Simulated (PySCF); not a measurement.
# Titanium: a sound run and one with changed settings

Sound run: Ti²⁺ [Ar] 3d2, Ti³⁺ [Ar] 3d1. Calculation: PySCF 2.14, in 6-31G*; no relativity, point nucleus. In the sound run the correlated levels freeze [Ar]. The sound run starts from symmetry-adapted Hartree-Fock orbitals and uses a fine grid where one is needed.

Changed run: scalar relativity by spin-free X2C-1e. This setting is unsound on purpose.

```json
{"species": "Ti²⁺", "method": "UHF", "sound run (hartree)": "-847.65718", "changed run (hartree)": "-851.35024", "converged": "yes"}
{"species": "Ti²⁺", "method": "MN15", "sound run (hartree)": "-848.49764", "changed run (hartree)": "-852.18984", "converged": "yes"}
{"species": "Ti²⁺", "method": "M06-2X", "sound run (hartree)": "-848.49901", "changed run (hartree)": "-852.19180", "converged": "yes"}
{"species": "Ti²⁺", "method": "MP2", "sound run (hartree)": "-847.66043", "changed run (hartree)": "-851.35349", "converged": "yes"}
{"species": "Ti³⁺", "method": "UHF", "sound run (hartree)": "-846.66713", "changed run (hartree)": "-850.36128", "converged": "yes"}
{"species": "Ti³⁺", "method": "MN15", "sound run (hartree)": "-847.47474", "changed run (hartree)": "-851.16826", "converged": "yes"}
{"species": "Ti³⁺", "method": "M06-2X", "sound run (hartree)": "-847.48043", "changed run (hartree)": "-851.17443", "converged": "yes"}
```

Ionisation energy of Ti²⁺:

```tsv
method	sound run (eV)	changed run (eV)
UHF	26.941	26.911
MN15	27.834	27.799
M06-2X	27.717	27.684
MP2	27.029	26.999
SCS-MP2	26.970	26.940
```

Most of the change in total energy is the relativistic energy itself. On top of that the contraction fixes the core shape for the Hamiltonian it was made with, so the changed run is not a good calculation with the other Hamiltonian either.

For comparison, NIST gives 27.492 eV between the lowest levels.
